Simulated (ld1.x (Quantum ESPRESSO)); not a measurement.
Configuration tests for silicon (RRKJ)

| Quantity | Value |
| --- | --- |
| Element | Si |
| Generator | ld1.x (Quantum ESPRESSO) 7.5 |
| Type | norm-conserving RRKJ (Kleinman–Bylander form) |
| Functional | PBE |
| Relativity | scalar-relativistic |
| Frozen core | [Ne] |
| Valence charge | 4 |
| Reference configuration | 3s2 3p2 |
| Partial waves | 3p (bound): rc 2.15 bohr; 3d channel at 0.25 Ry: rc 1.80 bohr; 3s (bound): rc 1.72 bohr |
| Local potential | the s channel |
| Core correction | a·sin(br)/r model core, default radius (core density twice the valence density) |

Energies are relative to the spin-unpolarised reference configuration 3s2 3p2; without spin polarisation the order of configurations can differ from experiment.

| valence configuration | charge | ΔE all-electron (eV) | error AE − PS (meV) |
| --- | --- | --- | --- |
| 3s2 3p1 | +1 | 7.740 | +3.1 |
| 3s2 3p0 | +2 | 23.733 | +26 |
| 3s1 3p0 | +3 | 57.704 | +101 |
| 3s1 3p3 | 0 | 6.814 | -4.4 |
| 3s2 3p2.3 | -0.3 | -0.930 | +0.1 |
| 3s0 3p4 | 0 | 13.778 | -19 |

**Question.** What are ΔE and the potential's error for 3s2 3p1.5?

**Answer.** ΔE = 2.921 eV all-electron; the error (AE − PS) is +0.4 meV.
